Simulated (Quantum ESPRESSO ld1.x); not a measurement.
Task: These are the eigenvalues of the occupied orbitals of an atom or ion with whole-number occupations (hartree). Method: scalar-relativistic Kohn-Sham, LDA (Slater exchange, VWN5 correlation), spin-polarised, spherical densities, point nucleus; computed with ld1.x of Quantum ESPRESSO 7.5.

orbital  eigenvalue
1s up      -1714.58
1s down    -1714.58
2s up      -280.856
2s down    -280.852
2p up      -250.729
2p down    -250.725
3s up      -62.1285
3s down    -62.0537
3p up      -52.7102
3p down    -52.6358
3d up      -39.9240
3d down    -39.8654
4s up      -13.0084
4s down    -12.8315
4p up      -9.91326
4p down    -9.73667
4d up      -5.57047
4d down    -5.39453
5s up      -2.41424
5s down    -2.28721
5p up      -1.64682
5p down    -1.54072
4f up      -0.92978
5f up      -0.23797

Which element is it, and in what charge state? The configuration may be excited. Open shells, if any, are filled with parallel spins first.

Result: Z = 62, samarium, charge +2: Sm2+ in [Kr] 4d10 4f6 5s2 5p5 5f1. The list shows which subshells hold electrons but not how many an open one holds; the 1s level, -1714.6 hartree, gives Z - s = 58.6 by -(Z - s)^2/2, which with screening and relativity narrows Z to a few neighbours, and the depths of the outer levels then fix element, charge and occupations together.
